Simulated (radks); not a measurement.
Results of a calculation; reference values are marked as such.
Effect of the nuclear size on neutral technetium, [Kr] 4d5 5s2. Level of theory: Dirac Kohn-Sham, LDA (Slater exchange, Perdew-Wang correlation), spin-unpolarised, spherical densities, finite nucleus; open shells fill j = l - 1/2 first; Fermi nuclear charge, rms radius 4.4112 fm (a radial shooting solver on a logarithmic mesh with Libxc functionals). The rms radius is varied about that value; shifts are against it.

| rms radius (fm) | total energy shift (eV) | density at nucleus (e/bohr^3) | 1s1/2 shift (meV) | 2s1/2 shift (meV) | 4s1/2 shift (meV) | 4p1/2 shift (meV) | 5s1/2 shift (meV) |
|---|---|---|---|---|---|---|---|
| 3.8686 | -0.386 | 1.012e+05 | -163 | -17.6 | -0.515 | 0.069 | -0.030 |
| 4.1289 | -0.206 | 1.005e+05 | -87.2 | -9.40 | -0.276 | 0.037 | -0.016 |
| 4.4112 | 0 | 9.973e+04 | 0.000 | 0.000 | 0.000 | 0.000 | 0.000 |
| 4.8347 | 0.332 | 9.87e+04 | 140 | 15.1 | 0.444 | -0.059 | 0.026 |
| 5.4787 | 0.889 | 9.731e+04 | 376 | 40.5 | 1.19 | -0.158 | 0.070 |

Slopes of the eigenvalues against <r^2> in GHz/fm^2, as finite differences over the two radii next to the reference (eigenvalue slopes, not the field-shift constants of lines): 1s1/2 8700, 2s1/2 937, 4s1/2 27.5, 4p1/2 -3.66, 5s1/2 1.62.
